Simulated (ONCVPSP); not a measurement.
# Reading a pseudo-wave (tellurium (Te))

Columns: radius, all-electron u(r) and pseudo u(r) of the 4d shell (level -60.99 eV) of tellurium in the configuration [Ar] 3d10 4s2 4p6 4d10 5s2 5p2; PBE, scalar-relativistic, ONCV scheme, ONCVPSP 4.0.1.

| r (bohr) | all-electron | pseudo |
| --- | --- | --- |
| 0.072 | -0.2071 | 0.0048 |
| 0.145 | -0.5381 | 0.0372 |
| 0.217 | -0.5754 | 0.1146 |
| 0.290 | -0.3500 | 0.2426 |
| 0.362 | -0.0109 | 0.4067 |
| 0.435 | 0.3397 | 0.5903 |
| 0.507 | 0.6336 | 0.7645 |
| 0.580 | 0.8572 | 0.9140 |
| 0.652 | 1.0028 | 1.0220 |
| 0.725 | 1.0843 | 1.0874 |
| 0.798 | 1.1128 | 1.1111 |
| 0.870 | 1.1022 | 1.1003 |
| 0.942 | 1.0649 | 1.0638 |
| 1.015 | 1.0091 | 1.0086 |
| 1.088 | 0.9426 | 0.9424 |
| 1.160 | 0.8719 | 0.8717 |
| 1.232 | 0.7997 | 0.7995 |
| 1.305 | 0.7276 | 0.7274 |
| 1.378 | 0.6582 | 0.6581 |
| 1.450 | 0.5937 | 0.5936 |
| 1.522 | 0.5335 | 0.5334 |
| 1.595 | 0.4773 | 0.4772 |
| 1.668 | 0.4258 | 0.4257 |
| 1.740 | 0.3797 | 0.3796 |
| 1.812 | 0.3378 | 0.3378 |
| 1.885 | 0.2996 | 0.2996 |

Problem. How many radial nodes do the two functions have?

Solution. The all-electron 4d function has n − l − 1 = 1; the pseudo-wave has 0, since the states of the same l below it are removed with the core.

Problem. At about which radius was the pseudo-wave matched?

Solution. 1.15 bohr, where the columns begin to agree (steps of 0.07 bohr).

Problem. Is the pseudo-wave norm-conserving?

Solution. Yes: the ONCV scheme keeps the norm inside the radius equal to the all-electron one, which fixes the energy derivative of the logarithmic derivative at the level.
